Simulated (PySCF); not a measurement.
SMILES C[N]([GeH3])[Al]([CH3])[CH3] (C₃H₁₂AlGeN) at its GFN2-xTB optimised geometry (Å):

```
18

Ge     0.1175     2.4643     0.1874
N     -0.6549     0.8207     0.0000
C     -2.1090     0.9054    -0.1557
Al     0.1629    -0.8047     0.0000
C     -1.0021    -2.4196     0.0143
C      2.1515    -0.8047     0.0000
H     -0.4909     3.1669     1.3764
H     -0.1966     3.3128    -1.0202
H      1.5917     2.3146     0.3602
H     -2.5352    -0.0955    -0.2484
H     -2.5731     1.4004     0.7054
H     -2.3788     1.4792    -1.0500
H     -1.5785    -2.5474    -0.9075
H     -1.7234    -2.4319     0.8376
H     -0.3801    -3.3128     0.1220
H      2.5683    -0.3911     0.9242
H      2.5731    -0.2119    -0.8184
H      2.5452    -1.8207    -0.0997
```

Method: PBE0/def2-SVP (PySCF). Cells within 0.4 Å of a nucleus heavier than hydrogen are left out (blank, or x).

Map of the electron localisation function on the plane z = 0.0 Å:

```
|000000000000000000000000000|
|000000000000000000000000000|
|000000000000000000000000000|
|000000000000111000000000000|
|000000000002343111100000000|
|000000000013322247861000000|
|000000000012142289995000000|
|0000000000123xx199997000000|
|000000232002175299994000000|
|000001576326511399940000000|
|00000267x576773122000000000|
|00000142x48xx73000000000000|
|000003796575784011221000000|
|000028999327810275564100000|
|000049999102077097x55200000|
|0000179810112xx095xx5200000|
|000000000168054197588410000|
|000000001469930367999820000|
|00000001461x884115999940000|
|0000000146xx772002999930000|
|000000013558996000588400000|
|000000001259999200010000000|
|000000000149999300000000000|
|000000000028998100000000000|
|000000000002551000000000000|
|000000000000000000000000000|
|000000000000000000000000000|
```
Scale: ten equal steps from 0.000 (start of '0') to 0.999 (end of '9'), in the order '0123456789'; x runs from -5.50 to 5.50, y from -5.50 (bottom) to 5.50 (top).
